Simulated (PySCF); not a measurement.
**Peak assignment**

Mapped SMILES: `[CH3:1][Si@H:2]1[SiH2:3][Si@@H:4]([O:5][SiH3:6])[SiH2:7]1`. Hydrogens are named by the atom that carries them. Ha(Si3), Ha(Si7) are cis to C1 on the ring; Hb(Si3), Hb(Si7) are trans to C1 on the ring.

How the numbers were obtained: GIAO PBE0/pcSseg-1 shieldings, geometry from GFN2-xTB, in PySCF 2.14.0 with density-fitted response routines (non-relativistic Hamiltonian, a single conformation, isolated molecule, equivalent nuclei averaged).

References, each an isolated molecule treated in the same way: TMS for ¹H (σref 31.72).

**Question.** Assign these signals to the numbered atoms. ¹H NMR (400 MHz, computed): δ 6.75 (m, 1H), 5.07 (s, 3H), 4.81 (m, 1H), 4.35 (m, 2H), 4.06 (m, 2H), 0.63 (d, 3H).

**Answer.** 
6.75 → H(Si4), hydrogen on a silicon bonded to O, 2 Si, in a 4-membered ring
5.07 → H(Si6), hydrogen on a silicon bonded to O
4.81 → H(Si2), hydrogen on a silicon bonded to C, 2 Si, in a 4-membered ring
4.35 → Ha(Si3)/Ha(Si7), hydrogen on a silicon bonded to 2 Si, in a 4-membered ring
4.06 → Hb(Si3)/Hb(Si7), hydrogen on a silicon bonded to 2 Si, in a 4-membered ring
0.63 → H(C1), hydrogen on a methyl carbon bonded to Si: an electropositive neighbour shields it, as in TMS itself

No couplings were computed; multiplicities are counted from neighbouring protons, with m where these are inequivalent, close in shift, in a saturated or five-membered ring or joined by F or P, and br s for small geminal =CH2 splittings.
